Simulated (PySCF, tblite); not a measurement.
Isomers of C7H7F, one GFN2-xTB conformer each. Single-point energies are computed at PBE0/pcSseg-1 (PySCF, gas phase, no added dispersion term), electronic only.

```json
{"SMILES": "C#CC[C@@](C)(F)C#C", "GFN2-xTB relative energy (kcal/mol)": "12.2"}
{"SMILES": "C=CC#C/C=C/CF", "GFN2-xTB relative energy (kcal/mol)": "0.0"}
```

Conformers: `[CH:1]#[C:2][CH2:3][C@@:4]([CH3:5])([F:6])[C:7]#[CH:8]` with C2–C3–C4–C5 60°; `[CH2:1]=[CH:2][C:3]#[C:4]/[CH:5]=[CH:6]/[CH2:7][F:8]` with C5–C6–C7–F8 141°.

Problem. What does PBE0/pcSseg-1 give for the same structures?

Solution. 
```
            SMILES  PBE0/pcSseg-1 E (Eh)  PBE0/pcSseg-1 (kcal/mol)  GFN2-xTB (kcal/mol)  point group
     C=CC#C/C=C/CF            -370.21878                       0.0                  0.0           C1
C#CC[C@@](C)(F)C#C            -370.18568                      20.8                 12.2           C1
```

Both levels put the same isomer lowest. As drawn, the lower has a C=C bond outside aromatic rings, which the higher lacks.

Problem. Which frontier levels, dipoles and rotational constants go with these structures?

Solution. 
```csv
SMILES,"HOMO (eV, PBE0/pcSseg-1)",LUMO (eV),dipole (D),"A, B, C (MHz)"
C=CC#C/C=C/CF,-6.61,-1.65,1.72,"8482, 593.9, 562.4"
C#CC[C@@](C)(F)C#C,-7.95,0.33,1.54,"2706, 1682, 1346"
```

Problem. What happens when harmonic zero-point energies from GFN2-xTB frequencies are added?

Solution. 
```tsv
SMILES	ZPE (kcal/mol)	electronic (kcal/mol)	with ZPE (kcal/mol)
C=CC#C/C=C/CF	70.1	0.0	0.0
C#CC[C@@](C)(F)C#C	69.7	20.8	20.3
```

The zero-point energies span 0.4 kcal/mol. The order is unchanged.
